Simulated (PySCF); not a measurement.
# Excitation energy of S by level of theory

S [Ne] 3s2 3p4 (3P) → S [Ne] 3s2 3p3 4s1 (5S), as a difference of total energies. Computed with PySCF 2.14 in aug-cc-pCVTZ-DK (8s7p5d3f, 75 functions), with scalar relativity by spin-free X2C-1e. Correlated levels: nothing frozen. The calculations carry no spin-orbit coupling.

| method | excitation energy (cm⁻¹) |
| --- | --- |
| UHF | 49251 |
| MP2 (all electrons) | 52608 |
| SCS-MP2 (all electrons) | 54271 |
| CCSD (all electrons) | 53643 |
| CCSD(T) (all electrons) | 53697 |

Errors of the correlated levels include the incompleteness of this basis.

The promoted electron is Rydberg-like, and one or two diffuse shells describe it only roughly, which tends to raise the upper state.

For comparison: 52428 cm⁻¹ (measured; NIST levels, between the centres of gravity of the two terms).
